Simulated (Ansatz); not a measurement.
Geometry optimisation, RKS PBE0-D4/def2-SVP in Ansatz.

Input:

```yaml
crystal:
  periodic: [false, false, false]
  atoms:
    - { symbol: C, position_ang: [-1.9675, -0.0992, 0.586] }
    - { symbol: C, position_ang: [-0.5572, 0.3637, 0.6255] }
    - { symbol: Si, position_ang: [0.4043, -0.4828, -0.731] }
    - { symbol: F, position_ang: [-0.0933, -0.0374, -2.2334] }
    - { symbol: Al, position_ang: [2.6979, 0.1699, -0.573] }
    - { symbol: H, position_ang: [-2.5783, 0.4764, 1.3801] }
    - { symbol: H, position_ang: [-2.0815, -1.1493, 0.7265] }
    - { symbol: H, position_ang: [-2.4259, 0.2422, -0.4097] }
    - { symbol: H, position_ang: [-0.12, 0.114, 1.6564] }
    - { symbol: H, position_ang: [-0.4742, 1.467, 0.5128] }
    - { symbol: H, position_ang: [0.3305, -1.9417, -0.5291] }
    - { symbol: H, position_ang: [3.5349, -0.1027, 0.8014] }
    - { symbol: H, position_ang: [3.3508, 0.9453, -1.7978] }
basis:
  gaussian: { orbitals: def2-SVP }
hamiltonian:
  xc: pbe0
  dispersion: d4
relax:
  f_tol: 0.02
  max_steps: 40
```

Run as:

```bash
$ ansatz run input.yaml --threads 2 --pin off --max-ram 3072MiB --backend cpu --events-out ev --progress --plain --runs-dir out
```

Q: Where does it end, and by what steps?

A: It converged. The force dipped under the threshold on the way, but the program's further checks kept it going. After 7 steps the energy has fallen by 0.381 eV; H12 moved furthest, 0.21 Å.

```tsv
step	energy less start (eV)	largest force component (eV/Å)	accepted
0	0.0000	3.139	yes
1	-0.3430	0.758	yes
2	-0.3740	0.314	yes
3	-0.3779	0.196	yes
4	-0.3795	0.076	yes
5	-0.3800	0.028	yes
6	-0.3804	0.018	yes
7	-0.3806	0.018	yes
```

```xyz
13
Properties=species:S:1:pos:R:3
C -2.071 -0.045 0.569
C -0.597 0.341 0.666
Si 0.474 -0.463 -0.657
F -0.176 -0.063 -2.115
Al 2.844 0.220 -0.616
H -2.677 0.460 1.339
H -2.211 -1.130 0.696
H -2.488 0.225 -0.413
H -0.175 0.058 1.648
H -0.480 1.437 0.594
H 0.324 -1.954 -0.530
H 3.708 -0.034 0.701
H 3.546 0.913 -1.866
```

Run time: 51 s on 2 CPU threads of a shared host.
